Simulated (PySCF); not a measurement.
**[IH4]+: one-bond stretch**

Level of theory: PySCF, PBE0, basis I def2-TZVP with ECP28, H def2-TZVP (scalar-relativistic core potentials, no spin–orbit coupling, density fitting).

Rigid scan from the singlet minimum (I–H 1.695 Å (×4); H–I–H 84.2° (×4), H–I–H 142.8° (×2)). Coordinate: the bond from I to the last atom (H) scaled, the rest fixed. Energies in kJ/mol from the minimum.

```json
{"scale of one bond": "0.92", "E (kJ/mol)": "14.8", "dipole size (D, about the centre of mass)": "0.67"}
{"scale of one bond": "0.96", "E (kJ/mol)": "3.3", "dipole size (D, about the centre of mass)": "0.68"}
{"scale of one bond": "1.00", "E (kJ/mol)": "0.0", "dipole size (D, about the centre of mass)": "0.70"}
{"scale of one bond": "1.05", "E (kJ/mol)": "4.1", "dipole size (D, about the centre of mass)": "0.71"}
{"scale of one bond": "1.12", "E (kJ/mol)": "19.9", "dipole size (D, about the centre of mass)": "0.75"}
{"scale of one bond": "1.20", "E (kJ/mol)": "45.9", "dipole size (D, about the centre of mass)": "0.79"}
{"scale of one bond": "1.35", "E (kJ/mol)": "102.5", "dipole size (D, about the centre of mass)": "0.87"}
{"scale of one bond": "1.55", "E (kJ/mol)": "173.8", "dipole size (D, about the centre of mass)": "–"}
{"scale of one bond": "1.80", "E (kJ/mol)": "242.1", "dipole size (D, about the centre of mass)": "–"}
{"scale of one bond": "2.20", "E (kJ/mol)": "304.9", "dipole size (D, about the centre of mass)": "–"}
```

At long bonds a restricted determinant can lie too high, and another spin state can fall below this curve.

Other isomers or separated fragments may lie lower.
